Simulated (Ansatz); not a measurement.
Frontier orbitals of `CCCCC(=O)OC(C)C`.

Z-matrix (Å, degrees):
```
C
C 1 1.518
H 1 1.094 2 111.1
H 1 1.092 2 111.6 3 -120.2
H 1 1.094 2 111.1 3 119.6
C 2 1.520 1 112.6 3 -59.8
H 2 1.096 1 109.9 3 62.3
H 2 1.096 1 109.5 3 178.3
C 6 1.525 2 113.2 1 179.6
H 6 1.095 2 109.4 1 58.4
H 6 1.094 2 109.6 1 -58.1
C 9 1.505 6 113.3 2 60.2
H 9 1.091 6 111.2 2 -60.2
H 9 1.095 6 109.8 2 -179.5
O 12 1.203 9 125.0 6 -124.7
O 12 1.340 9 111.1 6 55.6
C 16 1.442 12 117.2 9 -178.7
C 17 1.513 16 109.5 12 82.5
C 17 1.509 16 106.2 12 -154.9
H 17 1.093 16 107.5 12 -36.4
H 18 1.092 17 110.1 16 179.0
H 18 1.090 17 110.7 16 -61.5
H 18 1.093 17 110.4 16 59.5
H 19 1.091 17 110.9 16 58.7
H 19 1.092 17 110.0 16 178.6
H 19 1.093 17 110.7 16 -61.7
```

Charge 0, multiplicity 1. The geometry is a stationary point of PBE0-D4/def2-TZVP. It is one conformer, not always the lowest. Basis def2-TZVPP, Ansatz 0.2.0.

```csv
functional,HOMO (eV),LUMO (eV),gap (eV)
PBE,-6.05,-0.69,5.36
PBE0,-7.69,0.45,8.14
HSE06 (plane-wave form),-7.28,0.06,7.34
ωB97M-V,-10.12,2.38,12.50
```

A quarter of exact exchange (PBE0) shifts PBE's HOMO by −1.64 eV and its LUMO by +1.13 eV; full exchange at long range (ωB97M-V) shifts them by −4.08 and +3.06 eV. The gap opens from 5.36 to 12.50 eV, since occupied levels lose self-interaction and empty ones feel all the electrons. A positive LUMO is unbound and depends on the basis.
